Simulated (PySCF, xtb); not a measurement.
dichloro(disilanyl)silane (Cl₂H₆Si₃), SMILES [SiH3][SiH2][SiH](Cl)Cl. One conformer was computed; it need not be the lowest.

Harmonic wavenumbers (cm⁻¹) from GFN2-xTB (xtb) at its own minimum, in rising order: 22, 32, 60, 95, 138, 182, 333, 353, 430, 450, 452, 472, 515, 559, 583, 639, 653, 773, 804, 810, 823, 2169, 2174, 2218, 2235, 2243, 2245.

Problem. What does PySCF with PBE-D3(BJ)/def2-SVP give at its own minimum? (An estimate is asked for; the answer gives what the named calculation found.)

Solution. 8, 71, 80, 106, 157, 212, 337, 379, 433, 480, 491, 519, 561, 649, 670, 720, 766, 825, 872, 898, 904, 2144, 2159, 2159, 2176, 2176, 2184. Paired by order, the mean absolute difference is 47 cm⁻¹ and the zero-point energies are 32.1 and 33.1 kcal/mol.
